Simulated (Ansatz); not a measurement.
`N=COC[SeH]`, relaxed with RKS PBE-D4/def2-SVP in Ansatz from a rough embedded geometry. The force threshold is 0.03 eV/Å; the program also tests the step.

Total charge 0; spin multiplicity 1.

Start:

```xyz
10

N    -1.305    1.393    0.978
C    -1.138    0.157    1.128
O    -0.154   -0.547    0.456
C     0.767   -0.092   -0.462
Se    1.947   -1.411   -1.108
H    -0.759    1.975    0.241
H    -1.767   -0.388    1.841
H     0.196    0.348   -1.346
H     1.409    0.772   -0.030
H     0.803   -2.207   -1.698
```

(1) How much energy does the relaxation release, and in how many steps? (Best estimate.)

(2) Which bonds change most? (Best estimate.)

(3) Give the relaxed structure. (An estimate is asked.)

Results:

(1) Ansatz gave: 53.86 kJ/mol, in 6 steps, 1 of them rejected.

(2) The calculation gave: C4–Se5 from 1.884 to 1.955 Å; N1–H6 from 1.087 to 1.033 Å; C4–H9 from 1.160 to 1.113 Å; O3–C4 from 1.378 to 1.422 Å.

(3) Computed: 
```xyz
10

N    -1.316    1.462    0.911
C    -1.098    0.224    1.111
O    -0.178   -0.622    0.553
C     0.690   -0.070   -0.427
Se    1.941   -1.425   -1.076
H    -0.682    1.872    0.206
H    -1.704   -0.352    1.839
H     0.116    0.347   -1.283
H     1.328    0.736   -0.001
H     0.903   -2.172   -1.834
```
